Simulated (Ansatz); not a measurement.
Basis-set extrapolation for C₄H₈F₂O₂Si₂ (`CO[Si@H](F)C#C[Si@@H](F)OC`) (PBE0-D4/def2-TZVP geometry, frozen core, Ansatz). Multiplicity 1, RHF reference.

|  | def2-TZVPP | def2-QZVPP |
| --- | --- | --- |
| HF | -1083.044452 | -1083.087299 |
| MP2 correlation | -1.832114 | -1.979106 |
| CCSD(T) correlation | -1.951151 | not run |

Energies in hartree. Use E(X) = E(∞) + A·exp(−7.88·√X) for Hartree–Fock and E(X) = E(∞) + B·X^(−2.97) for correlation, with X = 3 and 4, and add CCSD(T) minus MP2 of the smaller set to the MP2 limit.

What is the CCSD(T) energy at the basis-set limit?

HF limit: -1083.087299 + (-0.042847) × 0.13774 = -1083.09320. MP2 limit: -1.979106 + (-0.146992) × 0.74074 = -2.08799. Higher-order term: -1.951151 − (-1.832114) = -0.11904. Total: -1085.30023 hartree, 191.2 kcal/mol below CCSD(T)/def2-TZVPP.
